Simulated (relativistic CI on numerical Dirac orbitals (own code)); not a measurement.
**Ligand-field terms of d5**

Computed with a parametric ligand-field model of a d^n configuration (Racah B and C, spin-orbit zeta, crystal field), exact diagonalisation.

Field parameters in Wybourne normalisation: Oh B⁴₀ = 21Dq, B⁴₄ = √(5/14) B⁴₀. The field is a parameter set, without covalency.

B = 360 cm⁻¹, C = 1300 cm⁻¹ (C/B = 3.61), Oh, no spin-orbit coupling. Tanabe-Sugano data, E/B above the lowest term (Δ = |10Dq|; b, c mark the second and third term of a kind):

```tsv
Δ/B	6A1	4T1	4T2	4T1(b)	2T2	2A2	2T1
1.0	0.00	27.86	28.03	32.46	39.68	39.76	39.78
3.0	0.00	26.68	27.85	33.56	38.05	38.88	39.00
5.0	0.00	25.06	27.46	35.00	35.23	37.49	37.71
7.0	0.00	23.29	26.82	36.48	31.90	35.86	36.15
9.0	0.00	21.45	25.92	37.89	28.36	34.11	34.44
11.0	0.00	19.57	24.77	39.15	24.72	32.29	32.64
13.0	0.00	17.66	23.41	40.24	21.01	30.43	30.79
15.0	0.00	15.74	21.89	41.12	17.26	28.54	28.91
17.0	0.00	13.81	20.25	41.80	13.48	26.63	27.00
19.0	0.00	11.87	18.54	42.31	9.68	24.70	25.08
21.0	0.00	9.92	16.76	42.69	5.85	22.76	23.14
23.0	0.00	7.96	14.95	42.98	2.00	20.82	21.20
25.0	1.86	7.86	14.96	45.06	0.00	20.72	21.10
27.0	5.73	9.76	16.96	49.10	0.00	22.63	23.01
29.0	9.61	11.68	18.95	53.11	0.00	24.55	24.93
31.0	13.50	13.60	20.93	57.11	0.00	26.47	26.85
33.0	17.40	15.52	22.92	61.09	0.00	28.40	28.78
35.0	21.31	17.46	24.90	65.07	0.00	30.33	30.71
37.0	25.23	19.39	26.87	69.04	0.00	32.27	32.65
39.0	29.15	21.33	28.85	73.01	0.00	34.21	34.59
41.0	33.07	23.27	30.82	76.98	0.00	36.16	36.53
43.0	37.00	25.22	32.80	80.95	0.00	38.10	38.48
45.0	40.94	27.17	34.78	84.91	0.00	40.05	40.43
47.0	44.87	29.13	36.75	88.88	0.00	42.01	42.38
```

The ground term changes from 6A1 to 2T2 between Δ/B = 23.0 and 25.0.
